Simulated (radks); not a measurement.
Values are calculated unless marked as measured or tabulated.
Valence configurations of Cr II (all share [Ar]). Level of theory: scalar-relativistic Kohn-Sham, r2SCAN, spin-polarised, spherical densities, finite nucleus; open shells are filled with parallel spins first; meta-GGA in the generalised Kohn-Sham scheme; Fermi nuclear charge, rms radius 3.6452 fm (a radial shooting solver on a logarithmic mesh with Libxc functionals). Energies are relative to 3d5; eigenvalues in eV for spin up.

valence,E (eV),moment (Bohr magnetons),e(3d),e(4p),e(4s)
3d5,0.000,5,-10.999,-,-
3d4 4s1,1.908,5,-15.301,-,-12.365
3d4.5 4p0.5,2.953,5,-13.677,-6.986,-
3d4 4p1,6.726,5,-16.517,-8.092,-
3d3 4s2,8.785,3,-20.388,-,-13.555
3d3 4p2,17.153,5,-22.638,-10.076,-
3d2 4s1 4p2,26.044,5,-28.135,-11.391,-17.436
3d2 4p3,32.072,5,-29.232,-11.869,-
3d1 4p4,55.391,3,-36.594,-13.300,-
4p5,83.341,1,-,-14.410,-

NIST lists [Ar] 3d5 as the ground configuration; this level of theory agrees among the configurations tried. The energies are those of spherical high-spin densities, not of single terms.
